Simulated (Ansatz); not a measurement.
`FC1CC(F)(F)C1(F)F`. Total charge 0; spin multiplicity 1. Geometry: relaxed with PBE0-D4/def2-TZVP.

```xyz
12

F     1.907   -0.891   -0.805
C     0.763   -0.776   -0.086
C     0.621    0.487    0.783
C    -0.825    0.610    0.308
F    -1.704    0.041    1.157
F    -1.274    1.828   -0.010
C    -0.491   -0.344   -0.873
F    -0.180    0.342   -1.980
F    -1.389   -1.283   -1.180
H     0.578   -1.703    0.461
H     1.221    1.299    0.370
H     0.774    0.390    1.855
```

(1) What is the dipole moment at r2SCAN/def2-TZVPP? (Estimate.)

(2) And with PBE, B3LYP, ωB97M-V? (Best estimate.)

(3) Give the Mulliken charges with r2SCAN, ωB97M-V, B3LYP in def2-TZVPP. (Estimate.)

## Answers

(1) The calculation gave: 2.30 D, with components (1.24, -0.15, 1.93) D in this frame, pointing from negative to positive charge.

(2) The calculation gave: PBE 2.20 D, B3LYP 2.39 D, ωB97M-V 2.38 D.

(3) The calculation gave: 
| atom | r2SCAN | ωB97M-V | B3LYP |
| --- | --- | --- | --- |
| F1 | -0.21 | -0.19 | -0.21 |
| C2 | 0.13 | 0.08 | 0.10 |
| C3 | -0.13 | -0.24 | -0.20 |
| C4 | 0.36 | 0.34 | 0.36 |
| F5 | -0.18 | -0.17 | -0.19 |
| F6 | -0.18 | -0.17 | -0.18 |
| C7 | 0.38 | 0.34 | 0.38 |
| F8 | -0.17 | -0.16 | -0.18 |
| F9 | -0.18 | -0.17 | -0.18 |
| H10 | 0.05 | 0.10 | 0.08 |
| H11 | 0.08 | 0.13 | 0.10 |
| H12 | 0.07 | 0.12 | 0.11 |

B3LYP here is the variant with VWN-RPA as its local correlation; programs differ in this.

All numbers were calculated with Ansatz.
